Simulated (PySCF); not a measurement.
Computed shifts of a molecule C₂H₆OSi₂, PBE/pcSseg-1 run with PySCF, GIAO, gas phase, atoms alike by connectivity averaged where their shifts nearly agree, in ppm (number of nuclei): ²⁹Si: 1.4 (1), -42.2 (1). ¹³C: 181.4 (1), 169.9 (1). ¹H: 8.05 (1), 7.97 (1), 5.97 (1), 5.17 (1), 4.96 (1), 1.61 (1). References: ¹⁷O against H2O (σ = 334.3 ppm); ²⁹Si against TMS (σ = 335.4 ppm); ¹³C against TMS (σ = 182.0 ppm); ¹H against TMS (σ = 31.49 ppm), references at their B3LYP-D3(BJ)/def2-TZVP geometries, non-relativistic. Coordinates come from a B3LYP-D3(BJ)/def2-SVP optimisation. Other conformers were not sampled.

Which structure fits?
A. C=C1[SiH2]O[SiH2]1
B. O[Si@@H]1C=C[SiH2]1
C. O=C1[SiH2]C[SiH2]1
D. [SiH3]C1=CO[SiH2]1

B, O[Si@@H]1C=C[SiH2]1
